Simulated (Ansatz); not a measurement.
Ansatz (a quantum-chemistry and plane-wave program) input (B3LYP-D3(BJ)/def2-TZVP):

Ansatz 0.2 input:
```yaml
crystal:
  periodic: [false, false, false]
  atoms:
    - {symbol: C, position_ang: [-1.00333659, -0.65852120, 0.42397539]}
    - {symbol: C, position_ang: [-1.27182639, 0.86334237, 0.27496970]}
    - {symbol: C, position_ang: [0.07608150, 1.37926970, -0.01257444]}
    - {symbol: C, position_ang: [1.00902906, 0.48538089, -0.27202120]}
    - {symbol: C, position_ang: [0.38966615, -0.91229541, -0.19560212]}
    - {symbol: C, position_ang: [2.35803482, 0.67074931, -0.59713969]}
    - {symbol: N, position_ang: [3.46793572, 0.79429053, -0.86170527]}
    - {symbol: H, position_ang: [-1.77561971, -1.25006979, -0.06351830]}
    - {symbol: H, position_ang: [-0.98779711, -0.91949253, 1.48173671]}
    - {symbol: H, position_ang: [-1.70180326, 1.30017063, 1.17606063]}
    - {symbol: H, position_ang: [-1.94295523, 1.08327132, -0.55906625]}
    - {symbol: H, position_ang: [1.00149572, -1.58083480, 0.40994352]}
    - {symbol: H, position_ang: [0.31943412, -1.32448436, -1.20472493]}
basis:
  gaussian:
    orbitals: def2-TZVP
hamiltonian:
  xc: b3lyp
  dispersion: d3bj
magnetization: {spin_polarized: true, initial_magnetization: 1}
relax: {f_tol: 0.002, max_steps: 150}
```

Output:

```
Functional definition: B3LYP
integrals: 0.19 GiB planned
1499 factors; their error is unknown
0.36 GiB of the device are held for the grids
1.50 GiB of device memory are held for the factors and their scratch space
mean field: 1.79 GiB planned
mean field evaluation 1: about -7797.5979 eV, gradient 5.1e1 eV
mean field evaluation 2: about -7788.9929 eV, gradient 6.6e1 eV
mean field evaluation 4: about -7809.1660 eV, gradient 7.6e0 eV
mean field evaluation 8: about -7809.4113 eV, gradient 2.9e-1 eV
mean field evaluation 16: about -7809.3941 eV, gradient 3.8e-3 eV
mean field -7809.39412438 eV, -286.9899406736 hartree, gradient 7.2e-5 eV, S^2 0.761326; 0 other end points of the search recorded, 0 dependent functions left out
the calculation of the forces begins
reference -7809.39440634 eV, -286.9899510352 hartree; 25, 24 occupied and 228, 229 virtual orbitals, 1499 factors
relax step   1: F+E_penalty+E_count = -7809.94301192 eV  Δ(F+E_penalty+E_count) = +0.000e0 eV  max|allowed force component| = 6.672e-1 eV/Å  Δτ_max = 0.0000 Å  (41 SCF iters, accepted)
these checks for a lower state are left out or cut short: starts, cluster_reference, orbital_swaps, neighbouring_geometries, increment
integrals: 0.19 GiB planned
1499 factors; their error is unknown
0.36 GiB of the device are held for the grids
1.50 GiB of device memory are held for the factors and their scratch space
mean field: 1.79 GiB planned
mean field -7809.41402421 eV, -286.9906719788 hartree, gradient 2.2e-5 eV, S^2 0.761451; 0 other end points of the search recorded, 0 dependent functions left out
the calculation of the forces begins
reference -7809.41430667 eV, -286.9906823591 hartree; 25, 24 occupied and 228, 229 virtual orbitals, 1499 factors
relax step   2: F+E_penalty+E_count = -7809.96048286 eV  Δ(F+E_penalty+E_count) = -1.747e-2 eV  max|allowed force component| = 2.527e-1 eV/Å  Δτ_max = 0.0261 Å  (41 SCF iters, accepted)
these checks for a lower state are left out or cut short: starts, cluster_reference, orbital_swaps, neighbouring_geometries, increment
integrals: 0.19 GiB planned
1499 factors; their error is unknown
0.36 GiB of the device are held for the grids
1.50 GiB of device memory are held for the factors and their scratch space
mean field: 1.79 GiB planned
mean field evaluation 32: about -7809.4308 eV, gradient 1.1e0 eV
mean field -7809.41749831 eV, -286.9907996495 hartree, gradient 1.3e-5 eV, S^2 0.761464; 0 other end points of the search recorded, 0 dependent functions left out
the calculation of the forces begins
reference -7809.41778095 eV, -286.9908100363 hartree; 25, 24 occupied and 228, 229 virtual orbitals, 1499 factors
relax step   3: F+E_penalty+E_count = -7809.96302416 eV  Δ(F+E_penalty+E_count) = -2.541e-3 eV  max|allowed force component| = 1.363e-1 eV/Å  Δτ_max = 0.0117 Å  (43 SCF iters, accepted)
these checks for a lower state are left out or cut short: starts, cluster_reference, orbital_swaps, neighbouring_geometries, increment
integrals: 0.19 GiB planned
1499 factors; their error is unknown
0.36 GiB of the device are held for the grids
1.50 GiB of device memory are held for the factors and their scratch space
mean field: 1.79 GiB planned
mean field -7809.41818082 eV, -286.9908247315 hartree, gradient 1.3e-5 eV, S^2 0.761458; 0 other end points of the search recorded, 0 dependent functions left out
the calculation of the forces begins
reference -7809.41846340 eV, -286.9908351158 hartree; 25, 24 occupied and 228, 229 virtual orbitals, 1499 factors
relax step   4: F+E_penalty+E_count = -7809.96368209 eV  Δ(F+E_penalty+E_count) = -6.579e-4 eV  max|allowed force component| = 4.925e-2 eV/Å  Δτ_max = 0.0076 Å  (43 SCF iters, accepted)
these checks for a lower state are left out or cut short: starts, cluster_reference, orbital_swaps, neighbouring_geometries, increment
integrals: 0.19 GiB planned
1499 factors; their error is unknown
0.36 GiB of the device are held for the grids
1.50 GiB of device memory are held for the factors and their scratch space
mean field: 1.79 GiB planned
mean field -7809.41814678 eV, -286.9908234803 hartree, gradient 2.0e-5 eV, S^2 0.761488; 0 other end points of the search recorded, 0 dependent functions left out
the calculation of the forces begins
reference -7809.41842929 eV, -286.9908338625 hartree; 25, 24 occupied and 228, 229 virtual orbitals, 1499 factors
relax step   5: F+E_penalty+E_count = -7809.96379924 eV  Δ(F+E_penalty+E_count) = -1.171e-4 eV  max|allowed force component| = 3.937e-2 eV/Å  Δτ_max = 0.0046 Å  (44 SCF iters, accepted)
these checks for a lower state are left out or cut short: starts, cluster_reference, orbital_swaps, neighbouring_geometries, increment
integrals: 0.19 GiB planned
1499 factors; their error is unknown
0.36 GiB of the device are held for the grids
1.50 GiB of device memory are held for the factors and their scratch space
mean field: 1.79 GiB planned
mean field -7809.41818262 eV, -286.9908247976 hartree, gradient 2.7e-5 eV, S^2 0.761462; 0 other end points of the search recorded, 0 dependent functions left out
the calculation of the forces begins
reference -7809.41846508 eV, -286.9908351776 hartree; 25, 24 occupied and 228, 229 virtual orbitals, 1499 factors
relax step   6: F+E_penalty+E_count = -7809.96396443 eV  Δ(F+E_penalty+E_count) = -1.652e-4 eV  max|allowed force component| = 1.596e-2 eV/Å  Δτ_max = 0.0051 Å  (42 SCF iters, accepted)
these checks for a lower state are left out or cut short: starts, cluster_reference, orbital_swaps, neighbouring_geometries, increment
integrals: 0.19 GiB planned
1499 factors; their error is unknown
0.36 GiB of the device are held for the grids
1.50 GiB of device memory are held for the factors and their scratch space
mean field: 1.79 GiB planned
mean field evaluation 64: about -7809.4182 eV, gradient 6.9e-3 eV
mean field -7809.41818420 eV, -286.9908248555 hartree, gradient 2.0e-5 eV, S^2 0.761484; 0 other end points of the search recorded, 0 dependent functions left out
the calculation of the forces begins
reference -7809.41846664 eV, -286.9908352352 hartree; 25, 24 occupied and 228, 229 virtual orbitals, 1499 factors
relax step   7: F+E_penalty+E_count = -7809.96405938 eV  Δ(F+E_penalty+E_count) = -9.495e-5 eV  max|allowed force component| = 5.825e-3 eV/Å  Δτ_max = 0.0094 Å  (43 SCF iters, accepted)
these checks for a lower state are left out or cut short: starts, cluster_reference, orbital_swaps, neighbouring_geometries, increment
integrals: 0.19 GiB planned
1499 factors; their error is unknown
0.36 GiB of the device are held for the grids
1.50 GiB of device memory are held for the factors and their scratch space
mean field: 1.79 GiB planned
mean field -7809.41804134 eV, -286.9908196056 hartree, gradient 2.0e-5 eV, S^2 0.761492; 0 other end points of the search recorded, 0 dependent functions left out
the calculation of the forces begins
reference -7809.41832370 eV, -286.9908299821 hartree; 25, 24 occupied and 228, 229 virtual orbitals, 1499 factors
relax step   8: F+E_penalty+E_count = -7809.96411625 eV  Δ(F+E_penalty+E_count) = -5.687e-5 eV  max|allowed force component| = 8.462e-3 eV/Å  Δτ_max = 0.0145 Å  (44 SCF iters, accepted)
these checks for a lower state are left out or cut short: starts, cluster_reference, orbital_swaps, neighbouring_geometries, increment
integrals: 0.19 GiB planned
1499 factors; their error is unknown
0.36 GiB of the device are held for the grids
1.50 GiB of device memory are held for the factors and their scratch space
mean field: 1.79 GiB planned
mean field -7809.41803202 eV, -286.9908192630 hartree, gradient 1.3e-5 eV, S^2 0.761494; 0 other end points of the search recorded, 0 dependent functions left out
the calculation of the forces begins
reference -7809.41831439 eV, -286.9908296401 hartree; 25, 24 occupied and 228, 229 virtual orbitals, 1499 factors
relax step   9: F+E_penalty+E_count = -7809.96411939 eV  Δ(F+E_penalty+E_count) = -3.143e-6 eV  max|allowed force component| = 7.237e-3 eV/Å  Δτ_max = 0.0010 Å  (43 SCF iters, accepted)
these checks for a lower state are left out or cut short: starts, cluster_reference, orbital_swaps, neighbouring_geometries, increment
integrals: 0.19 GiB planned
1499 factors; their error is unknown
0.36 GiB of the device are held for the grids
1.50 GiB of device memory are held for the factors and their scratch space
mean field: 1.79 GiB planned
mean field -7809.41803625 eV, -286.9908194185 hartree, gradient 1.2e-5 eV, S^2 0.761492; 0 other end points of the search recorded, 0 dependent functions left out
the calculation of the forces begins
reference -7809.41831860 eV, -286.9908297949 hartree; 25, 24 occupied and 228, 229 virtual orbitals, 1499 factors
relax step  10: F+E_penalty+E_count = -7809.96412251 eV  Δ(F+E_penalty+E_count) = -3.123e-6 eV  max|allowed force component| = 1.270e-3 eV/Å  Δτ_max = 0.0014 Å  (43 SCF iters, accepted)
integrals: 0.19 GiB planned
1499 factors; their error is unknown
0.36 GiB of the device are held for the grids
1.50 GiB of device memory are held for the factors and their scratch space
mean field: 1.79 GiB planned
mean field evaluation 96: about -7788.9581 eV, gradient 6.6e1 eV
mean field -7809.41803625 eV, -286.9908194185 hartree, gradient 1.2e-5 eV, S^2 0.761492; 1 other end points of the search recorded, 0 dependent functions left out
the calculation of the forces begins
reference -7809.41831860 eV, -286.9908297949 hartree; 25, 24 occupied and 228, 229 virtual orbitals, 1499 factors
Total energy: -7809.96440487 eV, -287.0108980949 hartree
Atom 0 at    -1.001314    -0.657121     0.433433 Å, force     0.000100     0.000222    -0.000480 eV/Å
Atom 1 at    -1.283021     0.869797     0.269543 Å, force     0.000160    -0.000408     0.000318 eV/Å
Atom 2 at     0.087625     1.371543     0.011221 Å, force    -0.000085     0.000453     0.000650 eV/Å
Atom 3 at     1.019258     0.468907    -0.254713 Å, force    -0.000092     0.000111    -0.001270 eV/Å
Atom 4 at     0.385663    -0.922460    -0.208461 Å, force    -0.000233    -0.000573     0.000751 eV/Å
Atom 5 at     2.377881     0.690249    -0.588508 Å, force    -0.000369    -0.000163     0.000466 eV/Å
Atom 6 at     3.490600     0.816261    -0.863276 Å, force     0.000560     0.000169    -0.000032 eV/Å
Atom 7 at    -1.786952    -1.264028    -0.013554 Å, force    -0.000244    -0.000225    -0.000380 eV/Å
Atom 8 at    -0.959347    -0.893588     1.496202 Å, force     0.000189     0.000166     0.000142 eV/Å
Atom 9 at    -1.746632     1.309592     1.152813 Å, force     0.000033     0.000385    -0.000030 eV/Å
Atom 10 at    -1.935583     1.085648    -0.581715 Å, force    -0.000134    -0.000036     0.000039 eV/Å
Atom 11 at     0.986346    -1.623969     0.370694 Å, force     0.000334     0.000101     0.000146 eV/Å
Atom 12 at     0.303815    -1.320054    -1.223345 Å, force    -0.000219    -0.000202    -0.000321 eV/Å
Dipole moment:    -1.025227    -0.332220     0.228885 e Å
```

It need not be the lowest isomer of its formula.
